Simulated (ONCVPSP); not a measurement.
## oxygen (O): excitation energies, all-electron against ONCV

- Element: O (Z = 8)
- Generator: ONCVPSP 4.0.1
- Type: optimised norm-conserving Vanderbilt (ONCV)
- Functional: PBEsol
- Relativity: scalar-relativistic
- Frozen core: [He]
- Valence charge: 6
- Reference configuration: 2s2 2p4
- Partial waves: 2s: rc 0.85 bohr, ncon 3, nbas 7, qcut 9.6 1/bohr, 2 projectors, debl 0.7 Ha; 2p: rc 1.75 bohr, ncon 3, nbas 6, qcut 9.6 1/bohr, 2 projectors, debl 2.9 Ha
- Local potential: polynomial inside 0.65 bohr (lpopt 5, dvloc0 0 Ha)
- Core correction: none

In the s channel the program set the typed energies aside and used -0.875, 0.250 Ha.

Energies are relative to the spin-unpolarised reference configuration 2s2 2p4; without spin polarisation the order of configurations can differ from experiment.

```tsv
valence configuration	charge	ΔE all-electron (eV)	error AE − PS (meV)
2s2 2p3	+1	16.360	+47
2s2 2p1	+3	103.544	+1342
```

(1) What are ΔE and the potential's error for 2s2 2p2?

(2) What are ΔE and the potential's error for 2s1 2p5?

Levels in the configuration 2s2 2p3:

```json
{"level": "2s", "all-electron (eV)": "-39.483", "pseudo (eV)": "-39.463"}
{"level": "2p", "all-electron (eV)": "-24.362", "pseudo (eV)": "-24.232"}
```

Results:

(1) ΔE = 49.837 eV all-electron; the error (AE − PS) is +359 meV.

(2) ΔE = 14.854 eV all-electron; the error (AE − PS) is +7.2 meV.
